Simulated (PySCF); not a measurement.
Correlation energy of Ge⁺ (germanium, charge +1)

[Ar] 3d10 4s1 4p1 5s1, high-spin 4P determinant (an excited configuration). Calculation: PySCF 2.14, in dyall-av2z; no relativity, point nucleus. Frozen: [Ar] 3d10; 3 electrons correlated; the 34 highest virtual orbitals of each spin left out.

| level | correlation energy (mhartree) |
| --- | --- |
| CCSD | -11.16 |
| (T) | -0.07 |
| CCSD(T) | -11.23 |

Diagnostics: T1 = 0.016, D1 = 0.0389, largest double amplitude 0.041.

Question: Is a single reference adequate?

Answer: Yes, within this model without spin-orbit coupling: T1 lies below 0.03 and no double amplitude reaches 0.07.
